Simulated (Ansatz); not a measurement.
`C[S][GeH2][Cl]` + HBr → `[Cl][GeH2][Br]` + CH₃SH at 298.15 K and 1 bar (ligand exchange at a Ge–S bond).

Calculated with Ansatz (gas phase, PBE0-D4/def2-TZVP geometries, no zero-point term in ΔE). CBS: MP2 limit from def2 TZ/QZ plus the TZ coupled-cluster correction, frozen cores. This one scheme is used for every species. For Br, Ge outer-core shells are correlated without core-valence functions, which leaves a few kJ/mol of doubt a bond. Scalar relativity is left out up to krypton. One conformer a species, not always the lowest.

```
         species  CCSD(T)/CBS energy (Eh)  H − E (kJ/mol)  S (J/(mol·K))
`C[S][GeH2][Cl]`              -2974.78596           169.0          356.1
             HBr              -2573.91920            24.6          198.6
`[Cl][GeH2][Br]`              -5110.48619            62.8          318.3
           CH₃SH               -438.22835           133.0          253.2
```

H − E and S are ideal-gas, rigid-rotor, harmonic terms from PBE0-D4/def2-TZVP, for one conformer and one mirror image of each species. 1 Eh = 2625.50 kJ/mol, R = 8.31446 J/(mol·K).

Question: By hand: ΔE, ΔH, ΔS and ΔG.

Answer: ΔE = (-5110.48619) + (-438.22835) − (-2974.78596) − (-2573.91920) = -0.00938 Eh = -24.6 kJ/mol. Δ(H − E) = 62.8 + 133.0 − 169.0 − 24.6 = 2.2, so ΔH = -22.4 kJ/mol. ΔS = 318.3 + 253.2 − 356.1 − 198.6 = 16.8 J/(mol·K). ΔG = -22.4 − 298.15 × (16.8)/1000 = -27.4 kJ/mol.

Question: By hand: the equilibrium constant, and the temperature at which ΔG would vanish if ΔH and ΔS stayed fixed.

Answer: log₁₀ K = −ΔG/(RT ln 10) = 4.8. ΔH and −TΔS have one sign here, so there is no such temperature.

ΔH outweighs TΔS. A doubt of 5 kJ/mol in ΔE shifts log₁₀ K by 0.9 here. Other conformers and mirror images would add mixing entropy, several J/(mol·K) or more a flexible species. These are equilibria of isolated gas molecules and say nothing of rates. Largest T1 diagnostic: 0.010 (customary marks: 0.02 for closed shells, 0.045 for open ones).
